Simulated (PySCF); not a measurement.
C₇H₇F, SMILES Cc1ccccc1F, GFN2-xTB optimised geometry.

```
15

C     -1.45    -2.02     0.00
C     -0.69    -0.73     0.00
C     -1.32     0.50     0.00
C     -0.59     1.68     0.00
C      0.79     1.64     0.00
C      1.45     0.43     0.00
C      0.70    -0.73     0.00
F      1.35    -1.92     0.00
H     -1.21    -2.60    -0.90
H     -1.17    -2.63     0.86
H     -2.52    -1.84     0.03
H     -2.40     0.54     0.00
H     -1.11     2.63     0.00
H      1.36     2.56     0.00
H      2.52     0.36     0.00
```

Density from B3LYP/def2-TZVP run with PySCF at that geometry.

Minimum of the electron density along straight lines between bonded atoms, close to the bond critical point (lines longer than 1.1 times the sum of covalent radii, or with two minima, are not listed):

```json
[
 {"bond": "C1–C2", "length / Å": "1.496", "ρ at the minimum / e bohr⁻³": "0.261", "∇²ρ there / e bohr⁻⁵": "-0.69", "position (fraction from the first atom)": "0.49"},
 {"bond": "C2–C3", "length / Å": "1.388", "ρ at the minimum / e bohr⁻³": "0.322", "∇²ρ there / e bohr⁻⁵": "-0.95", "position (fraction from the first atom)": "0.51"},
 {"bond": "C3–C4", "length / Å": "1.385", "ρ at the minimum / e bohr⁻³": "0.324", "∇²ρ there / e bohr⁻⁵": "-0.97", "position (fraction from the first atom)": "0.50"},
 {"bond": "C4–C5", "length / Å": "1.384", "ρ at the minimum / e bohr⁻³": "0.325", "∇²ρ there / e bohr⁻⁵": "-0.97", "position (fraction from the first atom)": "0.50"},
 {"bond": "C5–C6", "length / Å": "1.384", "ρ at the minimum / e bohr⁻³": "0.323", "∇²ρ there / e bohr⁻⁵": "-0.96", "position (fraction from the first atom)": "0.50"},
 {"bond": "C2–C7", "length / Å": "1.391", "ρ at the minimum / e bohr⁻³": "0.325", "∇²ρ there / e bohr⁻⁵": "-0.98", "position (fraction from the first atom)": "0.48"},
 {"bond": "C6–C7", "length / Å": "1.381", "ρ at the minimum / e bohr⁻³": "0.330", "∇²ρ there / e bohr⁻⁵": "-1.01", "position (fraction from the first atom)": "0.48"},
 {"bond": "C7–F8", "length / Å": "1.354", "ρ at the minimum / e bohr⁻³": "0.258", "∇²ρ there / e bohr⁻⁵": "-0.09", "position (fraction from the first atom)": "0.33"},
 {"bond": "C1–H9", "length / Å": "1.090", "ρ at the minimum / e bohr⁻³": "0.279", "∇²ρ there / e bohr⁻⁵": "-0.96", "position (fraction from the first atom)": "0.64"},
 {"bond": "C1–H10", "length / Å": "1.089", "ρ at the minimum / e bohr⁻³": "0.280", "∇²ρ there / e bohr⁻⁵": "-0.96", "position (fraction from the first atom)": "0.64"},
 {"bond": "C1–H11", "length / Å": "1.086", "ρ at the minimum / e bohr⁻³": "0.282", "∇²ρ there / e bohr⁻⁵": "-0.98", "position (fraction from the first atom)": "0.64"},
 {"bond": "C3–H12", "length / Å": "1.080", "ρ at the minimum / e bohr⁻³": "0.289", "∇²ρ there / e bohr⁻⁵": "-1.03", "position (fraction from the first atom)": "0.64"},
 {"bond": "C4–H13", "length / Å": "1.080", "ρ at the minimum / e bohr⁻³": "0.289", "∇²ρ there / e bohr⁻⁵": "-1.04", "position (fraction from the first atom)": "0.64"},
 {"bond": "C5–H14", "length / Å": "1.079", "ρ at the minimum / e bohr⁻³": "0.290", "∇²ρ there / e bohr⁻⁵": "-1.04", "position (fraction from the first atom)": "0.64"},
 {"bond": "C6–H15", "length / Å": "1.079", "ρ at the minimum / e bohr⁻³": "0.289", "∇²ρ there / e bohr⁻⁵": "-1.04", "position (fraction from the first atom)": "0.65"}
]
```
